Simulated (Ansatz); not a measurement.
System: sum formula AlO$_{2}$H$_{2}$, net charge 0, doublet state. It need not be the lowest isomer of its formula. 
Structure (B3LYP-D3(BJ)/def2-TZVP (Ansatz, an electronic-structure program) minimum search):
```xyz
5

Al     0.0795    -0.5089    -0.0126
O      1.0953     0.4653    -0.9725
H      1.0612     1.4216    -1.0460
O     -1.1776     0.0617     0.9855
H     -1.4361     0.9782     1.1053
```
Charge 0, spin multiplicity 2.

Basis-set convergence of Hartree-Fock and CCSD correlation energies (hartree) with Ansatz. Correlated levels leave the core frozen unless marked. UHF or UKS for open shells. No spin-orbit coupling. Non-relativistic.

```
basis            functions       E(HF)  E(corr, CCSD)
---------------  ---------  ----------  -------------
aug-cc-pV(D+d)Z         96  -392.92417       -0.46641
aug-cc-pV(T+d)Z        193           ?              ?
```

**Question.** Complete the blanks.

**Answer.** 
- aug-cc-pV(T+d)Z, E(HF): -392.97276
- aug-cc-pV(T+d)Z, E(corr, CCSD): -0.56113
